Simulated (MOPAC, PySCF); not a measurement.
C3H6S, SMILES `C(=C)(C)S` (C–C–S–H torsion 0°), neutral singlet in the gas phase. 

Z-matrix (Å, degrees):
```
C
C 1 1.3295
H 2 1.0829 1 122.66
H 2 1.0836 3 117.40 1 179.99
C 1 1.4954 2 123.50 3 179.99
H 5 1.0899 1 110.39 2 0.00
H 5 1.0936 6 108.65 1 -121.81
H 5 1.0936 6 108.65 7 -116.38
S 1 1.7607 2 124.44 3 0.00
H 9 1.3419 1 97.28 2 0.00
```
Charge 0, multiplicity 1.

All levels are single points at this geometry (PBE0-D3(BJ)/def2-TZVP); Pople sets use spherical d functions. Orbital energies aren't observables, and empty levels follow the basis.

```
level                            HOMO (eV)  LUMO (eV)  gap (eV)  dipole (D)  vertical IE, Delta-SCF (eV)
-------------------------------  ---------  ---------  --------  ----------  ---------------------------
PBE0-D3(BJ)/def2-TZVP in PySCF       -6.43       0.20      6.63        0.76                         8.53
ωB97X-D3(BJ)/def2-TZVP in PySCF      -8.77       2.33     11.10        0.82                         8.72
B3LYP/3-21G in PySCF                 -6.07       0.63      6.71        1.15                            –
B3LYP/LANL2DZ in PySCF               -6.16       0.31      6.47        0.96                            –
BP86/6-31G* in PySCF                 -5.21      -0.37      4.83        0.86                            –
M06-2X/6-31G* in PySCF               -7.40       1.63      9.03        0.96                            –
PBE/6-31G* in PySCF                  -5.11      -0.28      4.83        0.87                         8.32
HF/3-21G in PySCF                    -8.91       4.77     13.68        1.38                            –
HF/6-31G* in PySCF                   -8.76       4.63     13.39        1.08                         7.64
HF/STO-3G in PySCF                   -6.53       8.82     15.35        0.30                            –
PM3 in MOPAC                         -9.04       0.33      9.37        1.38                            –
PM6 in MOPAC                         -8.91       0.34      9.25        0.90                            –
PM7 in MOPAC                         -8.83      -0.47      8.36        1.08                            –
```
